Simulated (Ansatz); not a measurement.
Reaction (ligand exchange at a B–S bond): `BSBS` + `O[SiH2]S[SiH3]` → `BO[SiH2]S[SiH3]` + `SBS`

Calculated with Ansatz (gas phase, PBE0-D4/def2-TZVP geometries, no zero-point term in ΔE). CCSD(T)/CBS adds triple-zeta CCSD(T) − MP2 to the extrapolated MP2 energy (def2 sets, frozen cores). Functionals use def2-TZVPP. B3LYP here is the variant with VWN-RPA as its local correlation; programs differ in this. One conformer a species, not always the lowest.

```json
{"level": "PBE-D4", "ΔE (kcal/mol)": "-12.1", "difference from CCSD(T)/CBS": "1.2"}
{"level": "B3LYP-D4", "ΔE (kcal/mol)": "-15.0", "difference from CCSD(T)/CBS": "-1.7"}
{"level": "r2SCAN", "ΔE (kcal/mol)": "-13.1", "difference from CCSD(T)/CBS": "0.2"}
{"level": "B3LYP", "ΔE (kcal/mol)": "-14.3", "difference from CCSD(T)/CBS": "-1.0"}
{"level": "MP2/def2-TZVPP", "ΔE (kcal/mol)": "-12.8", "difference from CCSD(T)/CBS": "0.5"}
{"level": "CCSD(T)/def2-TZVPP", "ΔE (kcal/mol)": "-13.7", "difference from CCSD(T)/CBS": "-0.4"}
{"level": "HF/def2-QZVPP", "ΔE (kcal/mol)": "-16.6", "difference from CCSD(T)/CBS": "-3.3"}
{"level": "MP2/def2-QZVPP", "ΔE (kcal/mol)": "-12.7", "difference from CCSD(T)/CBS": "0.6"}
{"level": "HF/CBS(def2)", "ΔE (kcal/mol)": "-16.6", "difference from CCSD(T)/CBS": "-3.3"}
{"level": "MP2/CBS(def2)", "ΔE (kcal/mol)": "-12.4", "difference from CCSD(T)/CBS": "0.9"}
{"level": "CCSD(T)/CBS", "ΔE (kcal/mol)": "-13.3", "difference from CCSD(T)/CBS": "0"}
```

Largest T1 diagnostic among the species: 0.015.

In def2-TZVPP, CCSD(T) changes the Hartree–Fock value by +2.6 kcal/mol (the triples alone add +0.6 kcal/mol) and MP2 by +3.5 kcal/mol.
